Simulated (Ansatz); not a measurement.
Pulling on the Cd1–H2 bond in CdH2Se (SMILES [SeH][CdH]) (multiplicity 1 held, fragments rigid). Energies count from the point at 1.673 Å.
Geometry at that point (charge 0, multiplicity 1):
| atom | x (Å) | y (Å) | z (Å) |
|---|---|---|---|
| Cd | -0.5778 | -0.4349 | -0.7165 |
| H | -1.5269 | -1.1554 | -1.8906 |
| Se | 0.8327 | 0.6655 | 1.0152 |
| H | 0.9514 | -0.5964 | 1.7664 |

R- and RO- levels are restricted; in cc, def2 and unpolarised 6-31G sets they are followed outwards from rest. Unrestricted levels (U-) break spin symmetry where that is lower. Active spaces are followed from a long bond inwards. Levels need not reach the same state.

Correlated levels freeze the cores. Filled d and f shells under p-block atoms count as core.

Programs: Ansatz (a program for electronic structure). Each number belongs to the level named beside it. In def2 rows elements past Kr take small-core potentials, without spin–orbit coupling.

Energies in kcal/mol.

```
R (Å)  R-HF/def2-SVP  U-CCSD(T)/def2-SVP  SC-NEVPT2 on CASSCF(2,2)/def2-SVP  FIC-NEVPT4(SD) on CASSCF(2,2)/def2-SVP  FIC-MRCISD+Q on CASSCF(2,2)/def2-SVP
-----  -------------  ------------------  ---------------------------------  --------------------------------------  ------------------------------------
1.338           31.1                26.1                               25.8                                    26.4                                  26.5
1.506            7.0                 5.1                                5.1                                     5.2                                   5.2
1.673            0.0                 0.0                                0.0                                     0.0                                   0.0
1.840            2.2                 3.0                                2.8                                     2.9                                   2.9
2.007            9.1                 9.9                                9.4                                     9.7                                   9.8
2.258           23.3                22.9                               21.9                                    22.6                                  22.7
2.509           38.6                36.1                               34.1                                    35.2                                  35.4
2.927           62.6                53.5                               49.8                                    51.3                                  51.7
3.346           82.8                63.2                               58.7                                    60.6                                  61.1
3.847          102.4                66.5                               63.3                                    65.4                                  66.0
4.517          121.6                67.3                               65.0                                    67.2                                  67.9
5.353          137.6                67.5                               65.4                                    67.6                                  68.3
```

Doubts at one or more of the structures used: a restricted determinant that unrestricted orbitals would lower (R-HF/def2-SVP); a spin-contaminated determinant (U-CCSD(T)/def2-SVP); T1 above 0.05 (U-CCSD(T)/def2-SVP).
